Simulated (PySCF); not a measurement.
Ionisation energy of B⁴⁺ by level of theory

B⁴⁺ 1s1 [1s1/2^1, M_J = 1/2] → B⁵⁺ (bare nucleus), as a difference of total energies. Calculation: PySCF 2.14, in an even-tempered Gaussian basis (15 s from 1.3 bohr⁻², ratio 2.4; 7 p from 1.6 bohr⁻², ratio 2.4; 3 d from 4.5 bohr⁻², ratio 2.6; 3 f from 6.8 bohr⁻², ratio 2.6); the two-component X2C-1e Hamiltonian. "Screened" scales the spin-orbit matrix elements by Boettger's factors to mimic the two-electron term; Breit and QED terms are absent.

```
                   method  ionisation energy (eV)
GHF (screened spin-orbit)                  340.26
    GHF (bare spin-orbit)                  340.26
```

For comparison: 340.23 eV (theoretical estimate listed by NIST; NIST Atomic Spectra Database, ionization energies).
